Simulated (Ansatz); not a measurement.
Computed with Ansatz on PBE0-D4/def2-TZVP structures; ΔE is electronic, products minus reactants. CCSD(T)/CBS is the MP2 limit (def2-TZVPP, def2-QZVPP) plus CCSD(T) − MP2 in def2-TZVPP, frozen cores. This one scheme is used for every species. DFT in def2-TZVPP. One conformer a species, not always the lowest.

`N[SiH2][S][AlH2]` + `BO` → `BO[SiH2]N` + `[AlH2][SH]`  (ligand exchange at the Si–S bond)

```csv
level,ΔE (kJ/mol)
BLYP-D4,-29.8
B97M-V,-30.7
CAM-B3LYP-D4,-39.5
CAM-B3LYP,-43.7
```

(1) What does CCSD(T)/CBS give? (An estimate is asked.)

Largest T1 diagnostic among the species: 0.014.

Results:

(1) Ansatz gave: -30.1 kJ/mol. The listed levels differ from it by 0.3, -0.6, -9.4, -13.6 kJ/mol.

From PBE to PBE0 (25 % exact exchange), in def2-TZVPP and without D4, ΔE moves by −3.3 kJ/mol. At CCSD(T), def2-SVP lies +3.5 kJ/mol from the extrapolated value and def2-TZVPP −2.8 kJ/mol.
